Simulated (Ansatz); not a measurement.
A CCSD(T) single point on `CC[N](C)[Sn]([Cl])([Cl])[Cl]`.

```yaml
crystal:
  periodic: [false, false, false]
  atoms:
    - {symbol: C, position_ang: [-1.588612, 0.377483, -1.145238]}
    - {symbol: C, position_ang: [-1.166251, -0.144191, 0.209289]}
    - {symbol: N, position_ang: [0.192187, 0.229995, 0.569737]}
    - {symbol: C, position_ang: [0.549492, -0.198885, 1.909818]}
    - {symbol: Sn, position_ang: [1.606195, 0.052862, -0.837459]}
    - {symbol: Cl, position_ang: [1.587479, 1.798566, -2.335668]}
    - {symbol: Cl, position_ang: [1.466493, -1.892833, -2.091042]}
    - {symbol: Cl, position_ang: [3.669731, 0.089284, 0.189849]}
    - {symbol: H, position_ang: [-1.020319, -0.085153, -1.960155]}
    - {symbol: H, position_ang: [-1.462341, 1.459710, -1.208273]}
    - {symbol: H, position_ang: [-2.637967, 0.139724, -1.327913]}
    - {symbol: H, position_ang: [-1.308079, -1.235815, 0.251744]}
    - {symbol: H, position_ang: [-1.821411, 0.281412, 0.981023]}
    - {symbol: H, position_ang: [0.433486, -1.281185, 2.064545]}
    - {symbol: H, position_ang: [1.578617, 0.073645, 2.146314]}
    - {symbol: H, position_ang: [-0.101698, 0.312683, 2.627631]}
basis:
  gaussian: {orbitals: def2-TZVPP}
correlation: {method: ccsd_t}
output: {orbitals: {seedname: orbitals}}
```

```sh
$ ansatz run in.yaml --threads 5 --pin off --events-out ev --progress --plain --max-ram 66560MiB --backend cuda --devices 0, --max-vram 37GiB
```

Log, shortened:

```
Functional definition: HF
  name "HF"
  cite "Fock, Z. Phys. 61, 126 (1930) doi:10.1007/BF01340294"
  parent pbe
  exchange = exact_x
  correlation = 0
2590 factors; integrals over basis functions are off by at most 1.0e-3 eV
mean field evaluation 1: about -48017.5417 eV, gradient 4.3e1 eV
mean field evaluation 2: about -48017.9380 eV, gradient 4.3e1 eV
mean field evaluation 4: about -48022.6996 eV, gradient 5.6e0 eV
mean field evaluation 8: about -48022.8007 eV, gradient 4.4e-1 eV
mean field evaluation 16: about -48022.8020 eV, gradient 1.5e-6 eV
mean field -48022.80204273 eV, -1764.8054240460 hartree, gradient 1.5e-6 eV, S^2 0.000000; 0 other end points of the search recorded, 0 dependent functions left out
23 core orbitals not correlated: weight in the atoms' cores, before any rotation towards them, 1.000 or more for the frozen orbitals, at most 0.000 for the correlated occupied ones
reference -48022.80204273 eV, -1764.8054240460 hartree; 30, 30 occupied and 359, 359 virtual orbitals, 2590 factors
second order -44.11383283 eV of doubles, -0.00000000 eV of singles
cycle   1  -44.80876152 eV  change   -6.9e-1 eV  update   1.4e-1
cycle   2  -45.80975753 eV  change    -1.0e0 eV  update   4.0e-2
cycle   3  -46.02474994 eV  change   -2.1e-1 eV  update   2.2e-2
cycle   4  -46.00902038 eV  change    1.6e-2 eV  update   5.5e-3
cycle   5  -46.00457251 eV  change    4.4e-3 eV  update   3.4e-3
cycle   6  -46.00597183 eV  change   -1.4e-3 eV  update   1.4e-3
cycle   7  -46.00583549 eV  change    1.4e-4 eV  update   8.6e-4
cycle   8  -46.00570085 eV  change    1.3e-4 eV  update   3.4e-4
cycle   9  -46.00583295 eV  change   -1.3e-4 eV  update   1.6e-4
cycle  10  -46.00581477 eV  change    1.8e-5 eV  update   5.4e-5
perturbative correction -1.90616422 eV, -0.0700502431 hartree
Total energy: -48070.71402172 eV, -1766.5661567981 hartree
```

It took 56 s on 5 threads of an AMD EPYC 7R13 on a shared host and a share of an NVIDIA H100 80 GB, with 0.89 GiB of host memory at the peak.

Correlation energy per correlated electron: -0.799 eV. T1 diagnostic: 0.0115.
